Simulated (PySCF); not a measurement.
H9Si4, SMILES [SiH3][Si]([SiH3])[SiH3], multiplicity 2. Atoms are numbered in the order given.

```xyz
13

Si     1.9725    -1.1388     0.0996
Si     0.0000     0.0000    -0.4380
Si    -1.9725    -1.1388     0.0996
Si     0.0000     2.2776     0.0996
H      1.9308    -2.5309    -0.4724
H      2.1575    -1.2456     1.5937
H      3.1572    -0.4067    -0.4724
H     -1.9308    -2.5309    -0.4724
H     -3.1572    -0.4067    -0.4724
H     -2.1575    -1.2456     1.5937
H      0.0000     2.4912     1.5937
H     -1.2264     2.9375    -0.4724
H      1.2264     2.9375    -0.4724
```
Charge 0, spin multiplicity 2.

The structure is a stationary point at PBE-D3(BJ)/def2-SVP. The isomer is the one that the SMILES or the coordinates give; other isomers of the formula were not compared.

Computed with PBE-D3(BJ)/def2-SVP in PySCF.

Frequencies are harmonic and unscaled.

Modes within 1.5 cm⁻¹ of each other (mostly degenerate sets) share a row, with their intensities summed.

```
mode   ν (cm⁻¹)  IR (km/mol)  moving atoms (share of kinetic energy)
-----  --------  -----------  --------------------------------------
1–2          64          0.0                                  H 97 %
3            67          0.0                                 H 100 %
4            71          0.2                         Si 81 %, H 19 %
5–6          83          3.0                         Si 79 %, H 21 %
7           313          0.0                          Si 91 %, H 9 %
8–9         441          4.6                         H 54 %, Si 46 %
10          450          0.0                          H 92 %, Si 8 %
11–12       462          9.4                         H 63 %, Si 37 %
13          518         23.4                         H 80 %, Si 20 %
14–15       555          1.5                         H 63 %, Si 37 %
16–17       813        886.0                          H 91 %, Si 9 %
18          858         11.7                          H 92 %, Si 8 %
19–20       893          1.7                                  H 97 %
21          896          0.0                                  H 97 %
22          898         77.1                                  H 98 %
23–24       900         79.3                                  H 98 %
25–26      2130         92.4                                  H 98 %
27         2134        106.4                                  H 98 %
28–29      2154        101.5                                  H 97 %
30         2157         85.4                                  H 97 %
31         2164          0.0                                  H 96 %
32–33      2166        223.0                                  H 96 %
```
